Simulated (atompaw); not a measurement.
**u(r) = r·R(r): atom against pseudo-atom (rhenium (Re))**

Columns: radius, all-electron u(r) and pseudo u(r) of the 6s shell (level -6.15 eV) of rhenium in the configuration [Xe] 4f14 5d5 6s2 6p0; LDA (PW92), scalar-relativistic, PAW (atompaw) scheme, atompaw 4.2.0.5.

```
r (bohr)  all-electron  pseudo
   0.115       -0.0971  0.0551
   0.231        0.0265  0.1101
   0.346        0.1932  0.1638
   0.462        0.0766  0.2167
   0.577       -0.1196  0.2673
   0.692       -0.2589  0.3158
   0.808       -0.3077  0.3623
   0.923       -0.2785  0.4056
   1.038       -0.1979  0.4460
   1.154       -0.0886  0.4834
   1.269        0.0296  0.5170
   1.385        0.1467  0.5474
   1.500        0.2538  0.5740
   1.615        0.3480  0.5969
   1.731        0.4287  0.6164
   1.846        0.4943  0.6321
   1.962        0.5468  0.6444
   2.077        0.5864  0.6531
   2.192        0.6150  0.6585
   2.308        0.6341  0.6608
   2.423        0.6448  0.6599
   2.538        0.6485  0.6561
   2.654        0.6463  0.6495
   2.769        0.6392  0.6402
   2.885        0.6280  0.6282
   3.000        0.6138  0.6138
```

**Question.** How many radial nodes do the two functions have?

**Answer.** The all-electron 6s function has n − l − 1 = 5 (the table is too coarse to show those close to the nucleus); the pseudo-wave has 0, since the states of the same l below it are removed with the core.

**Question.** Where does each function peak?

**Answer.** Outermost all-electron maximum near 2.54 bohr, pseudo maximum near 2.31 bohr (to the table’s step).

**Question.** Is the pseudo-wave norm-conserving?

**Answer.** No, it belongs to a PAW set: the norm inside the radius is not constrained, and the difference is carried by the augmentation charge.
